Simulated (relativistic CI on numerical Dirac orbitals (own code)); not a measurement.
Sr²⁴⁺: sensitivity of the levels to the model

Base calculation: Dirac-Coulomb-Breit CI, orbitals from a KLI potential per configuration, QED by a radiative potential, unscaled Slater integrals.

Configuration list (outside the closed core [Ne]): 3s2.3p2, 3s.3p3, 3s2.3p.3d, 3p4, 3s.3p2.3d, 3p3.3d, 3s.3p.3d2, 3s2.3d.4p, 3p3.4s, 3s2.3p.4s, 3s.3p.3d.4s, 3p3.4p, 3s2.3d2, 3s.3d3, 3p2.3d2, 3p.3d3, 3p.3d2.4s, 3s2.3d.4s, 3s.3d2.4s, 3s.3p.3d.4p, 3s.3d2.4p, 3p.3d2.4p, 3s.3d.4s.4p. Double excitations out of closed p, d and f shells are left out; levels of such configurations are missing from the list, as are those of other unlisted configurations, and high levels can miss mixing partners.

Variants: (1) P86 correlation estimate; (2) non-relativistic limit; (3) one mean potential for all configurations. Shifts of the energy above 3s2.3p2 3P_0, in cm⁻¹, for the lowest level and the first level of each name with at least 55 % of one term (blank where a level changes its place among those of its configuration and J or its character, or is not in the variant):

```
          Level     Base   Δ(1)     Δ(2)  Δ(3)
   3s2.3p2 3P_0        0      0        0     0
   3s2.3p2 3P_1    92113     +2   -92113   +49
   3s2.3p2 1S_0   315749    +31  -186743   +12
   3s.3p3 5S°_2   532913  +1638  -200281  +330
   3s.3p3 3D°_1   648818  +1607  -181133  +300
   3s.3p3 3D°_2   664837  +1607  -197152  +293
   3s.3p3 3D°_3   699967  +1608  -232282  +290
   3s.3p3 3P°_0   768573  +1618  -234146  +321
   3s.3p3 3P°_1   780775  +1616  -246348  +313
   3s.3p3 3S°_1   892401  +1674  -205580  +383
3s2.3p.3d 3F°_3   911574  +1250  -165121   -74
3s2.3p.3d 3F°_4   993527  +1247  -247074   -78
3s2.3p.3d 3P°_0  1068460  +1296  -228134    -3
3s2.3p.3d 3D°_3  1073825  +1295  -220805   -82
3s2.3p.3d 3P°_1  1084361  +1346            +29
3s2.3p.3d 1F°_3  1159821  +1262  -216293  -117
3s2.3p.3d 1P°_1  1196744  +1337  -231622   -57
 3s.3p2.3d 5F_1  1282072  +2737  -195210  +321
 3s.3p2.3d 5F_2  1300440  +2771  -213579  +332
 3s.3p2.3d 5F_3  1325143  +2737  -238282  +290
 3s.3p2.3d 5F_4  1371689  +2736  -284828  +265
 3s.3p2.3d 5D_0  1375905  +2826  -259537  +390
```

At this charge energies of transitions that change n are usually good to better than 1 %, and those within a shell (Δn = 0) to a few per cent.

Ionisation energy from the two ground configurations alone: base 1162.32 eV; P86 correlation estimate 1163.79 eV. The NIST ASD value (semi-empirical) is 1165 eV.

LS names give the leading component of a level, which can be under half, so a name can repeat, a term be missing and a line seem to break the LS rules.
